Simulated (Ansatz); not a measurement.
Ansatz (an electronic-structure program) input (CCSD(T)/6-31G*):

Ansatz 0.2 input:
```yaml
crystal:
  periodic: [false, false, false]
  atoms:
    - {symbol: C, position_ang: [-2.24537479, -0.28229455, -0.06670439]}
    - {symbol: C, position_ang: [-0.84159403, 0.30426486, -0.17731920]}
    - {symbol: C, position_ang: [0.23144790, -0.68874790, 0.27351304]}
    - {symbol: C, position_ang: [1.64882144, -0.16850467, 0.18856934]}
    - {symbol: O, position_ang: [2.02266139, 0.88917810, -0.17573353]}
    - {symbol: H, position_ang: [-2.35147988, -1.17592764, -0.68623855]}
    - {symbol: H, position_ang: [-2.99763569, 0.43824060, -0.39181775]}
    - {symbol: H, position_ang: [-2.47751220, -0.56323303, 0.96326976]}
    - {symbol: H, position_ang: [-0.76227173, 1.21106156, 0.42611393]}
    - {symbol: H, position_ang: [-0.63746387, 0.60431956, -1.20736865]}
    - {symbol: H, position_ang: [0.08048568, -1.00596509, 1.31018148]}
    - {symbol: H, position_ang: [0.20478343, -1.61022723, -0.31662476]}
basis:
  gaussian:
    orbitals: 6-31G*
magnetization: {spin_polarized: true, initial_magnetization: 1}
correlation: {method: ccsd_t, electrons: outside_noble_gas}
```

End of the output:

```
integrals: 0.15 GiB planned
930 factors; integrals over basis functions are off by at most 7.6e-4 eV
mean field: 0.29 GiB planned
mean field evaluation 1: about -6265.1537 eV, gradient 2.6e1 eV
mean field evaluation 2: about -6265.1565 eV, gradient 2.6e1 eV
mean field evaluation 4: about -6268.5243 eV, gradient 4.0e0 eV
mean field evaluation 8: about -6268.6418 eV, gradient 2.3e-1 eV
mean field evaluation 16: about -6267.4957 eV, gradient 1.7e1 eV
mean field evaluation 32: about -6268.6422 eV, gradient 3.4e-1 eV
mean field evaluation 64: about -6265.9833 eV, gradient 7.7e-1 eV
mean field evaluation 96: about -6265.9119 eV, gradient 5.8e-1 eV
mean field -6268.64540892 eV, -230.3684697372 hartree, gradient 1.5e-6 eV, S^2 0.762015; 2 other end points of the search recorded, 0 dependent functions left out
determinant -6268.64540892 eV, -230.3684697372 hartree, with singles and doubles -6288.22043101 eV, -231.0878385306 hartree
determinant -6266.23326064 eV, -230.2798249231 hartree, with singles and doubles -6285.74439600 eV, -230.9968459222 hartree
5 core orbitals not correlated
reference -6268.64540892 eV, -230.3684697372 hartree; 15, 14 occupied and 69, 70 virtual orbitals, 930 factors
second order -18.34000654 eV of doubles, -0.00000000 eV of singles
coupled cluster: 0.60 GiB planned
cycle   1  -19.57482242 eV  change    2.0e-4 eV  update   1.3e-3
cycle   2  -19.57513999 eV  change   -3.2e-4 eV  update   8.8e-4
cycle   3  -19.57458541 eV  change    5.5e-4 eV  update   4.1e-4
cycle   4  -19.57480633 eV  change   -2.2e-4 eV  update   9.8e-5
cycle   5  -19.57502625 eV  change   -2.2e-4 eV  update   3.0e-5
cycle   6  -19.57510310 eV  change   -7.7e-5 eV  update   9.4e-6
cycle   7  -19.57509913 eV  change    4.0e-6 eV  update   3.7e-6
perturbative correction -0.63057759 eV, -0.0231732989 hartree
Total energy: -6288.85108564 eV, -231.1110146608 hartree
```

It need not be the lowest isomer of its formula.
